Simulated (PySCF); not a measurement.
C₆H₁₄B₂, SMILES `B[C@@H]1CCC[C@H](B)C1`, neutral singlet in the gas phase. 

Z-matrix (Å, degrees):
```
C
H 1 1.1014
H 1 1.1060 2 105.90
C 1 1.5398 2 110.29 3 117.00
H 4 1.1264 1 106.75 2 59.31
C 4 1.5394 5 106.76 1 -119.42
H 6 1.1020 4 110.17 5 -60.00
H 6 1.1059 7 106.16 4 117.33
C 6 1.5316 7 110.57 8 117.98
H 9 1.1031 6 110.28 7 -58.98
H 9 1.1062 10 106.44 6 -118.04
C 9 1.5316 10 110.29 11 -118.04
H 12 1.1020 9 110.57 10 58.97
H 12 1.1059 13 106.15 9 117.98
C 12 1.5393 13 110.17 14 117.33
H 15 1.1264 12 106.77 13 60.01
B 15 1.5543 16 95.47 12 120.40
H 17 1.2097 15 120.59 16 -87.03
H 17 1.2097 18 118.62 15 -174.72
B 4 1.5543 5 95.48 6 -120.39
H 20 1.2097 4 120.58 5 86.97
H 20 1.2097 21 118.62 4 174.72
```
Charge 0, multiplicity 1.

All levels are single points at this geometry (B3LYP-D3(BJ)/def2-SVP); Pople sets use spherical d functions. Orbital energies aren't observables, and empty levels follow the basis.

HF/3-21G in PySCF gives dipole (D) = 0.62.

Q: Estimate the dipole (D) from each of these levels: B3LYP-D3(BJ)/def2-TZVP in PySCF; B3LYP/3-21G in PySCF; B3LYP/6-311+G** in PySCF; PBE/6-31G* in PySCF; HF/STO-3G in PySCF.

A: 
| level | dipole (D) |
|---|---|
| B3LYP-D3(BJ)/def2-TZVP in PySCF | 0.78 |
| B3LYP/3-21G in PySCF | 0.80 |
| B3LYP/6-311+G** in PySCF | 0.76 |
| PBE/6-31G* in PySCF | 0.87 |
| HF/STO-3G in PySCF | 0.45 |
